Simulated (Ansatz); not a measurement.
Two isomers of AlH7OSi2: A = `[AlH2][SiH2]O[SiH3]`, B = `[SiH3][O][AlH][SiH3]`.

Isolated molecules relaxed with PBE0-D4/def2-TZVP in Ansatz; ΔE leaves out vibrations. CCSD(T)/CBS is the MP2 limit (def2-TZVPP, def2-QZVPP) plus CCSD(T) − MP2 in def2-TZVPP, frozen cores. DFT in def2-TZVPP. B3LYP here is the variant with VWN-RPA as its local correlation; programs differ in this. Each species was taken in one conformer, which may not be the lowest.

Question: Which isomer does CCSD(T)/CBS put lower? Give the gap. (Best estimate.)

Answer: Computed: B, by 18.6 kcal/mol.

Question: Give E(B) − E(A) in kcal/mol with r2SCAN-D4, ωB97M-V, CCSD(T)/def2-TZVPP, MP2/def2-TZVPP, PBE-D4, CCSD/def2-TZVPP, B3LYP. (Best estimate.)

Answer: The calculation gave: r2SCAN-D4 -19.5, ωB97M-V -18.4, CCSD(T)/def2-TZVPP -19.0, MP2/def2-TZVPP -19.2, PBE-D4 -19.0, CCSD/def2-TZVPP -18.7, B3LYP -18.9. None reverses the order clearly.

Largest T1 diagnostic: 0.013.

In def2-TZVPP, CCSD(T) changes the Hartree–Fock value by −2.1 kcal/mol (the triples alone add −0.3 kcal/mol) and MP2 by −2.4 kcal/mol.
